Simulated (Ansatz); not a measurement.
```yaml
crystal:
  periodic: [false, false, false]
  atoms:
    - {symbol: C, position_ang: [-1.242018, 1.779282, 0.785466]}
    - {symbol: Se, position_ang: [0.331056, 1.141369, 0.198228]}
    - {symbol: B, position_ang: [0.001667, -0.526780, -0.127239]}
    - {symbol: Si, position_ang: [1.371988, -1.584375, -0.763894]}
    - {symbol: H, position_ang: [-1.543736, 2.507940, 0.168128]}
    - {symbol: H, position_ang: [-1.114037, 2.148377, 1.707681]}
    - {symbol: H, position_ang: [-1.907636, 1.032584, 0.796793]}
    - {symbol: H, position_ang: [-1.013783, -0.906836, 0.055870]}
    - {symbol: H, position_ang: [1.030840, -2.118331, -1.980524]}
    - {symbol: H, position_ang: [2.546435, -0.895333, -0.915617]}
    - {symbol: H, position_ang: [1.599298, -2.630338, 0.094060]}
basis:
  gaussian: {orbitals: aug-cc-pVTZ}
total_charge: -1
magnetization: {spin_polarized: true, initial_magnetization: 1}
hamiltonian: {xc: {name: PBEsol}}
scf: {lower_state_search: full}
```

```sh
$ ansatz run in.yaml --threads 4 --pin off --events-out ev --progress --plain --max-ram 10444MiB
```

It prints (some lines left out):

```
Functional definition: PBEsol
1649 factors; their error is unknown
mean field evaluation 1: about -74955.1680 eV, gradient 5.4e1 eV
mean field evaluation 2: about -74876.3412 eV, gradient 9.9e1 eV
mean field evaluation 4: about -74969.5335 eV, gradient 1.2e1 eV
mean field evaluation 8: about -74970.1584 eV, gradient 3.8e0 eV
mean field evaluation 16: about -74970.3690 eV, gradient 2.4e0 eV
mean field evaluation 32: about -74970.4545 eV, gradient 7.3e-5 eV
mean field -74970.45450860 eV, -2755.1133863919 hartree, gradient 1.9e-6 eV, S^2 0.751646; 16 other end points of the search recorded, 0 dependent functions left out
reference -74970.45458694 eV, -2755.1133892707 hartree; 34, 33 occupied and 328, 329 virtual orbitals, 1649 factors
Total energy: -74970.45458694 eV, -2755.1133892707 hartree
```

It took 99 s on 4 threads of an AMD EPYC 7R43 on a shared host, with 2.1 GiB of host memory at the peak.
